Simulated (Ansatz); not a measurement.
Harmonic frequencies (cm⁻¹) at PBE0-D4/def2-TZVP from Ansatz: 163, 219, 431, 506, 576, 670, 715, 740, 756, 997, 1330, 1458, 2203, 3468, 3902.

Each molecule was computed in one conformer, which needn't be the lowest.

Which molecule is it?
A. `NBBF`
B. `FB1C=CO1`
C. `C#CB(O)F`
D. `NP(S)[SeH]`

C.
